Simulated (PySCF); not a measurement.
A core-ionisation job on `[NH2][GeH2][Br]`.

Computed with delta-SCF UKS SCAN, pcX-2 on the ionised atom, pcseg-1 elsewhere, spin-free X2C (PySCF 2.14.0). Geometry: GFN2-xTB. The input is one job of a driver script: a line of settings, then coordinates in Å.

Command:
```bash
OMP_NUM_THREADS=1 python probes_run.py task.json out
```

Input:
```
{"job": {"kind": "xps"}, "charge": 0, "multiplicity": 1}
N     -1.052885     0.385087    -0.216552
Ge     0.565988    -0.366497     0.023592
Br     2.011822     1.370512    -0.064238
H     -1.313463     1.173008     0.360113
H     -1.850787    -0.220107    -0.331541
H      0.814864    -1.275816    -1.146821
H      0.827793    -1.061282     1.348370
```

Problem. Give the output.

Solution. 
```
ground state, core basis on atom 0 (N), 119 functions
  cycle   1  E = -4749.76059763  |g| = 5.18e-01
  cycle   2  E = -4749.63598988  |g| = 8.96e-01
  cycle   3  E = -4749.81836786  |g| = 9.19e-02
  cycle   4  E = -4749.82037925  |g| = 3.23e-02
  cycle   5  E = -4749.82066619  |g| = 9.80e-03
  cycle   6  E = -4749.82069843  |g| = 2.66e-03
  cycle   7  E = -4749.82069990  |g| = 6.44e-04
  cycle   8  E = -4749.82069831  |g| = 6.88e-05
  E(ground) = -4750.09930412 Eh
hole in N 1s of atom 0
  cycle   1  E = -4734.24162631  |g| = 1.86e+00
  cycle   2  E = -4733.50086454  |g| = 2.09e+00
  cycle   3  E = -4734.86688960  |g| = 4.16e-01
  cycle   4  E = -4734.90878941  |g| = 2.34e-01
  cycle   5  E = -4734.94450810  |g| = 5.47e-02
  cycle   6  E = -4734.94639822  |g| = 9.07e-03
  cycle   7  E = -4734.94645584  |g| = 2.64e-03
  cycle   8  E = -4734.94646011  |g| = 8.17e-04
  cycle   9  E = -4734.94646327  |g| = 2.30e-04
  E(ion) = -4735.22350540 Eh   <S^2> = 0.7652   hole on atom = 1.000   binding energy = 404.791 eV
```

Cycles run on a coarse grid; E(ground) and E(ion) are re-evaluated on a finer one, so they differ from the last cycle. Atoms in this output count from 0.

Problem. How does the 1s binding energy of N1 follow from the two total energies?

Solution. E(ion) − E(ground) = -4735.22350540 − (-4750.09930412) = 14.875799 Eh, times 27.211386 eV gives 404.79 eV.

Main results: N1s of N1 404.79 eV.

The structure is a single GFN2-xTB conformer in the gas phase; no vibrational or solvent corrections.

Problem. Estimate the wall time. Hardware: one thread of an Arm Neoverse N1, no GPU, shared host with 64 logical CPUs at a one-minute load of 61. And the peak memory of the process?

Solution. About 8.3 s, with 0.41 GiB resident at the peak, the Python interpreter and its libraries included.
Labels such as C1 count atoms from 1, the log's own numbers from 0.
